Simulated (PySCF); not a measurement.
Frontier orbitals and the lowest excitations

Compound: C6H6ClF.
Z-matrix (Å and degrees, GFN2-xTB geometry), rows numbered from 1:
```
F 
C   1  1.3469
C   2  1.3346  1  122.46
Cl  3  1.7297  2  122.68  1     1.08
C   3  1.4532  2  119.33  1  -179.33
C   5  1.3307  3  120.54  2   -13.61
C   6  1.5001  5  121.34  3    -1.62
C   2  1.4985  1  115.30  3  -176.36
H   5  1.0776  3  117.16  2   167.54
H   6  1.0790  5  120.99  3  -178.02
H   7  1.0903  6  110.51  5   152.66
H   7  1.0965  6  107.95  5   -90.30
H   8  1.0964  2  108.38  1    87.17
H   8  1.0908  2  109.09  1   -29.76
```

Computed, not measured: TDDFT wB97X-D/def2-SVPD, vertical, gas phase, core orbitals frozen in the response (PySCF 2.14.0, density-fitted response routines).

Kohn–Sham orbitals with the atoms that hold most of them (Löwdin shares over 4%, at most four atoms; ? is withheld):

```
orbital  ε (eV)                            atoms
 HOMO-3  -12.02   C7 17%, C6 17%, C5 10%, C8 10%
 HOMO-2  -10.90           Cl4 76%, C3 10%, C5 5%
 HOMO-1  -10.40  Cl4 38%, C5 21%, C6 15%, C3 11%
   HOMO   -8.24                                ?
   LUMO    0.69                                ?
 LUMO+1    2.14    Cl4 35%, C3 11%, C6 8%, C7 7%
 LUMO+2    2.26  Cl4 20%, C2 16%, C3 11%, C8 10%
```

Which atoms hold the LUMO, and with what shares?

C6 (bonded to 2 C and H) 22%; C2 (bonded to 2 C and F) 19%; C5 (bonded to 2 C and H) 17%; C3 (bonded to 2 C and Cl) 14%.

Which atoms hold the HOMO, and with what shares?

C2 (bonded to 2 C and F) 20%; C3 (bonded to 2 C and Cl) 18%; C6 (bonded to 2 C and H) 17%; C5 (bonded to 2 C and H) 12%.

How does S1 compare with the orbital gap of 8.93 eV?

S1 is at 4.82 eV (f = 0.097), 4.11 eV below the gap, made of HOMO→LUMO (98%). 

One configuration dominates each of S1, S4 and S5. Which, and how do the shares of the two leading atoms of either orbital change from the occupied to the empty one?

- S1 (4.82 eV, f 0.097), HOMO→LUMO (98%): C2 20% → 19%, C3 18% → 14%, C6 17% → 22%
- S4 (6.85 eV, f 0.070), HOMO-1→LUMO (73%): Cl4 38% → at most 14%, C5 21% → 17%, C6 15% → 22%, C2 at most 12% → 19%
- S5 (7.05 eV, f 0.0028), HOMO-2→LUMO (85%): Cl4 76% → at most 14%, C3 10% → 14%, C6 at most 4% → 22%, C2 at most 4% → 19%

Löwdin shares depend on the basis, the more so with diffuse functions.

Hardware: one thread, Arm Neoverse V1, on a shared host. Cost: 47 s.

One conformer stands for the species.
